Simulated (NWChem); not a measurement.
Species: BO cation

```xyz
2

B      0.0000     0.0000    -0.7253
O      0.0000     0.0000     0.4611
```
Atoms are numbered in this order, from 1.

Structure relaxed at the PBE0/def2-SVP level.

 Unshifted, non-relativistic core excitations; the lowest 4 roots alone, so stronger bands may lie above.

**Question.** List the first O K-edge excitations from PBE0/def2-TZVP, restricted-window TDA (NWChem).

**Answer.** 
```
state  energy (eV)  dipole oscillator strength           leading excitation (squared amplitude)
-----  -----------  --------------------------  -----------------------------------------------
S1           514.7                      0.0146    1s of atom 2 or its equivalents → LUMO (1.00)
S2           521.0                      0.0361  1s of atom 2 or its equivalents → LUMO+1 (0.99)
S3           521.0                      0.0361  1s of atom 2 or its equivalents → LUMO+2 (0.99)
S4           527.7                      0.0006  1s of atom 2 or its equivalents → LUMO+3 (0.96)
```
